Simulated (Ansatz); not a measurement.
**Counterpoise correction, worked out**

The pair of N2 (SMILES N#N, atoms 1–2) and Si2H6 (SMILES [SiH3][SiH3], atoms 3–10), both closed shells, in one local arrangement (a lower one may exist), relaxed at PBE0-D4/def2-TZVP:

N1  (0.383, 0.175, -3.687)
N2  (0.421, -0.455, -2.799)
Si3  (-0.987, -0.698, 0.592)
Si4  (0.788, 0.764, 1.022)
H5  (-1.868, -0.145, -0.471)
H6  (-0.479, -2.024, 0.154)
H7  (-1.796, -0.881, 1.828)
H8  (0.267, 2.079, 1.484)
H9  (1.602, 0.982, -0.204)
H10  (1.668, 0.204, 2.082)
(Å)

Computed with Ansatz 0.2.0 (basis: def2-TZVPPD); correlated methods freeze the cores.

CCSD(T) total energies in eV:

| system | geometry | basis functions | energy |
| --- | --- | --- | --- |
| pair | pair | all | -18805.02377 |
| N2 | as in the pair | all (partner as ghosts) | -2976.35155 |
| Si2H6 | as in the pair | all (partner as ghosts) | -15828.64488 |
| N2 | as in the pair | its own | -2976.34366 |
| Si2H6 | as in the pair | its own | -15828.63932 |
| N2 | free (PBE0-D4 minimum) | its own | -2976.34366 |
| Si2H6 | free (PBE0-D4 minimum) | its own | -15828.63943 |

Problem. Work out the interaction energy with and without the counterpoise correction, the superposition error, and the binding energy from the relaxed fragments.

Solution. Without correction: -18805.02377 − (-2976.34366) − (-15828.63932) = -0.04079 eV.
With correction (each fragment in the whole basis): -18805.02377 − (-2976.35155) − (-15828.64488) = -0.02734 eV = -0.63 kcal/mol.
The superposition error is the difference, 0.01345 eV, 33 % of the uncorrected value: each fragment borrows its partner's functions.
Deformation from the free shapes: 0.00000 eV for N2 and 0.00011 eV for Si2H6.
Binding energy from relaxed fragments: -0.02734 + 0.00000 + 0.00011 = -0.02723 eV = -0.63 kcal/mol (electronic, without zero-point energy; negative means bound). For comparison, the corrected interaction energy by CCSD(T) at an estimated basis limit (MP2 extrapolated from triple and quadruple zeta, plus CCSD(T) − MP2 in triple zeta) is -0.032 eV; triple zeta with the correction binds less.

No T1 diagnostic of these runs exceeds 0.014.

For scale, one of the runs: CCSD(T)/def2-TZVPPD, 272 basis functions, launched by `ansatz run in.yaml --threads 4 --pin off --events-out ev --progress --plain --max-ram 9574MiB`. The run took 120 s on 4 CPU threads of an Arm Neoverse V1 (shared host), with 6.7 GiB of host memory at its peak.
